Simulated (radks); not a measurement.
Q: The phosphorus ion P2+, configuration [Ne] 3s2 3p1 (the NIST ground configuration). All-electron calculation, non-relativistic Kohn-Sham, Slater X-alpha with alpha = 0.608, spin-polarised, spherical densities, point nucleus; open shells are filled with parallel spins first. Program: a radial shooting solver on a logarithmic mesh with Libxc functionals. Some entries of the table are withheld. Estimate them.

orbital,occ.,eigenvalue (hartree),<1/r> (bohr^-1)
1s up,1,-76.48907,14.50
1s down,1,-76.48360,14.50
2s up,1,-7.01551,2.786
2s down,1,-7.00850,2.787
2p up,3,-5.26600,2.692
2p down,3,-5.25735,2.693
3s up,1,-1.19009,0.7768
3s down,1,-1.13442,0.7776
3p up,1,(1),0.6735
3p down,0,(2),0.6701

A: 
(1) 3p up eigenvalue (hartree): -0.84630
(2) 3p down eigenvalue (hartree): -0.79191
